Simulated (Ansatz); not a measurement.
Reactions of GeH6O3Si, SMILES `O[SiH2][O][GeH2][OH]`.

Gas-phase electronic energies from Ansatz, PBE0-D4/def2-TZVP geometries. CBS: MP2 limit from def2 TZ/QZ plus the TZ coupled-cluster correction, frozen cores. This one scheme is used for every species, atoms too. No spin–orbit coupling; open shells (•) take unrestricted orbitals. Spin–orbit coupling would lower the free atoms: a little for O, Si; clearly for Ge. Bonds to Ge are less sure, by a few kJ/mol each and by 10 to 20 or more in all where they break to atoms, as the def2 sets lack core-valence functions. Scalar relativity is left out up to krypton. One conformer a species, not always the lowest.

Question: Order these by ΔE at CCSD(T)/CBS, lowest first. (Estimate.)
A. `O[SiH2][O][GeH2][OH]` + H₂S → `[OH][GeH2][SH]` + `O[SiH2]O`
B. `O[SiH2][O][GeH2][OH]` + H₂ → `O[SiH2][O][GeH3]` + H₂O
C. `O[SiH2][O][GeH2][OH]` → H• + `O[SiH][O][GeH2][OH]`•
D. `O[SiH2][O][GeH2][OH]` + `[F][GeH2][SiH2][SiH3]` → `[OH][GeH2][GeH2][F]` + `O[SiH2]O[SiH2][SiH3]`
E. `O[SiH2][O][GeH2][OH]` → Ge• + 6 H• + 3 O• + Si•
F. `O[SiH2][O][GeH2][OH]` + H₂ → `[OH][GeH2][O][SiH3]` + H₂O
G. `O[SiH2][O][GeH2][OH]` → `[O][GeH2][OH]`• + `O[SiH2]`•
H. `O[SiH2][O][GeH2][OH]` + `S[SiH2]Cl` → `O[SiH2]S[SiH2]Cl` + `[OH][GeH2][OH]`

Answer: D (-0.38 eV), A (+0.01 eV), B (+0.21 eV), H (+0.55 eV), F (+0.94 eV), C (+4.29 eV), G (+6.09 eV), E (+40.43 eV).

Largest T1 diagnostic: 0.015, for `[O][GeH2][OH]`•.
